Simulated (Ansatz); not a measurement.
Geometry optimisation, Ansatz 0.2.0, UKS B3LYP/STO-3G.

Input file:

```yaml
crystal:
  periodic: [false, false, false]
  atoms:
    - { symbol: Si, position_ang: [-0.3261, -0.8252, -2.3165] }
    - { symbol: "N", position_ang: [0.5343, 0.6374, -2.0228] }
    - { symbol: H, position_ang: [-0.3193, -0.9829, -3.7686] }
    - { symbol: H, position_ang: [0.4394, -1.8684, -1.6349] }
    - { symbol: H, position_ang: [-1.7133, -0.8512, -1.8277] }
    - { symbol: H, position_ang: [0.6956, 0.9113, -1.0654] }
    - { symbol: H, position_ang: [0.3064, 1.4521, -2.5693] }
    - { symbol: C, position_ang: [0.8594, -0.3183, 1.675] }
    - { symbol: Si, position_ang: [-0.7059, 0.6576, 2.1068] }
    - { symbol: H, position_ang: [0.6484, -1.1068, 0.9618] }
    - { symbol: H, position_ang: [1.2886, -0.7784, 2.5586] }
    - { symbol: H, position_ang: [1.6239, 0.321, 1.2413] }
    - { symbol: H, position_ang: [-1.307, 1.1996, 0.8839] }
    - { symbol: H, position_ang: [-0.3564, 1.7694, 2.998] }
    - { symbol: H, position_ang: [-1.6682, -0.2171, 2.7799] }
magnetization:
  spin_polarized: true
basis:
  gaussian: { orbitals: STO-3G }
hamiltonian:
  xc: b3lyp
relax:
  f_tol: 0.02
  max_steps: 40
output:
  orbitals: {}
```

Launched with:

```bash
$ ansatz run input.yaml --threads 1 --pin off --max-ram 2048MiB --backend cpu --events-out ev --progress --plain --runs-dir out
```

Problem. Where does it end, and by what steps?

Solution. It converged. The force dipped under the threshold on the way, but the program's further checks kept it going. Limits of this set-up: minimal basis. After 32 steps the energy has fallen by 0.189 eV; H10 moved furthest, 1.55 Å.

```csv
step,energy less start (eV),largest force component (eV/Å),accepted
0,0.0000,1.388,yes
2,-0.1328,0.391,yes
4,-0.1691,0.184,yes
6,-0.1714,0.018,yes
8,-0.1721,0.034,yes
10,-0.1745,0.085,yes
12,-0.1791,0.179,yes
14,-0.1836,0.116,yes
16,-0.1863,0.041,yes
18,-0.1874,0.032,yes
20,-0.1879,0.022,yes
22,-0.1882,0.026,yes
24,-0.1886,0.036,yes
26,-0.1890,0.038,yes
28,-0.1892,0.021,yes
30,-0.1893,0.020,yes
32,-0.1894,0.016,yes
```

```xyz
15
Properties=species:S:1:pos:R:3
Si -0.439 -0.743 -3.151
N 0.197 0.732 -2.381
H -0.256 -0.613 -4.577
H 0.316 -1.866 -2.646
H -1.847 -0.999 -2.899
H 0.029 0.691 -1.342
H -0.373 1.564 -2.686
C 1.052 -0.390 2.756
Si -0.399 0.656 2.192
H 0.930 -1.438 2.454
H 1.156 -0.370 3.849
H 1.995 -0.029 2.326
H -0.510 0.616 0.750
H -0.221 2.031 2.598
H -1.631 0.158 2.757
```

Run time: 2.3 min on 1 CPU thread of a shared host.
